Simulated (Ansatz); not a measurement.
C2H3NSi, SMILES `C#C[Si]N` (lower singlet) (charge 0, multiplicity 1). This singlet lies 1.94 eV below the relaxed triplet at the level B3LYP/cc-pVTZ // PBE0-D3(BJ)/def2-TZVP (Ansatz, an electronic-structure program).

Computed with frozen-core fic-MRCISD+Q@CASSCF(6e,6o)/cc-pVTZ // PBE0-D3(BJ)/def2-TZVP in Ansatz.

Ansatz 0.2 input:
```yaml
crystal:
  periodic: [false, false, false]
  atoms:
    - { symbol: C, position_ang: [2.127147, 0.080693, 0.115133] }
    - { symbol: C, position_ang: [0.994719, -0.236201, -0.175412] }
    - { symbol: Si, position_ang: [-0.616673, -0.906615, -0.812281] }
    - { symbol: N, position_ang: [-1.639858, 0.032958, 0.176336] }
    - { symbol: H, position_ang: [3.119657, 0.367452, 0.379166] }
    - { symbol: H, position_ang: [-2.642648, -0.050462, 0.120802] }
    - { symbol: H, position_ang: [-1.342341, 0.712176, 0.859867] }
basis:
  gaussian: { orbitals: cc-pVTZ }
correlation:
  method: fic_mrcisd_q
  active_space: { window: { electrons: 6, orbitals: 6 } }
```

Output:

```
Functional definition: HF
969 factors; integrals over basis functions are off by at most 1.1e-3 eV
mean field evaluation 1: about -11448.4932 eV, gradient 3.9e1 eV
mean field evaluation 2: about -11448.7659 eV, gradient 3.9e1 eV
mean field evaluation 4: about -11452.3525 eV, gradient 3.9e0 eV
mean field evaluation 8: about -11452.4157 eV, gradient 2.8e-1 eV
mean field -11452.41621387 eV, -420.8685331332 hartree, gradient 8.3e-6 eV, S^2 0.000000; 0 other end points of the search recorded, 0 dependent functions left out
reference -11452.41621387 eV, -420.8685331332 hartree; 18, 18 occupied and 148, 148 virtual orbitals, 969 factors
state -11455.09994490 eV, -420.9671584295 hartree
contracted CI cycle   1: correlation 0.00000000 eV, 0.0000000000 hartree, residual 3.95e1 eV
contracted CI cycle   2: correlation -12.67466018 eV, -0.4657851703 hartree, residual 5.85e0 eV
contracted CI cycle   3: correlation -13.00950135 eV, -0.4780903565 hartree, residual 1.31e0 eV
contracted CI cycle   4: correlation -13.02744337 eV, -0.4787497135 hartree, residual 3.96e-1 eV
contracted CI cycle   5: correlation -13.02906350 eV, -0.4788092522 hartree, residual 1.35e-1 eV
contracted CI cycle   6: correlation -13.02924475 eV, -0.4788159129 hartree, residual 4.03e-2 eV
contracted CI cycle   7: correlation -13.02926271 eV, -0.4788165729 hartree, residual 1.30e-2 eV
contracted CI cycle   8: correlation -13.02926450 eV, -0.4788166389 hartree, residual 4.42e-3 eV
contracted CI cycle   9: correlation -13.02926470 eV, -0.4788166463 hartree, residual 1.49e-3 eV
state -11455.09994490 eV, -420.9671584295 hartree; corrected -11470.06042472 eV, -421.5169459222 hartree
state -11454.76929005 eV, -420.9550070878 hartree
contracted CI cycle   1: correlation 0.00000000 eV, 0.0000000000 hartree, residual 4.02e1 eV
contracted CI cycle   2: correlation -13.00277449 eV, -0.4778431491 hartree, residual 5.58e0 eV
contracted CI cycle   3: correlation -13.31192766 eV, -0.4892043185 hartree, residual 1.15e0 eV
contracted CI cycle   4: correlation -13.32681683 eV, -0.4897514854 hartree, residual 3.25e-1 eV
contracted CI cycle   5: correlation -13.32812627 eV, -0.4897996062 hartree, residual 1.06e-1 eV
contracted CI cycle   6: correlation -13.32825639 eV, -0.4898043880 hartree, residual 3.43e-2 eV
contracted CI cycle   7: correlation -13.32827088 eV, -0.4898049207 hartree, residual 1.17e-2 eV
contracted CI cycle   8: correlation -13.32827241 eV, -0.4898049769 hartree, residual 3.53e-3 eV
contracted CI cycle   9: correlation -13.32827255 eV, -0.4898049821 hartree, residual 1.04e-3 eV
contracted CI cycle  10: correlation -13.32827256 eV, -0.4898049825 hartree, residual 3.16e-4 eV
state -11454.76929005 eV, -420.9550070878 hartree; corrected -11470.03849476 eV, -421.5161400112 hartree
state -11455.09994490 eV, -420.9671584295 hartree; corrected -11470.06042472 eV, -421.5169459222 hartree
2 active orbitals were swapped for others, from the solution at -11454.76918540 eV, -420.9550032421 hartree to that at -11455.09993189 eV, -420.9671579512 hartree; typed "places" are swapped only where nearly empty or full, and so, without "given_window_search", are "orbital_numbers", "shells" and a window whose orbitals a file names under [Active]
Total energy: -11470.06042472 eV, -421.5169459222 hartree
```
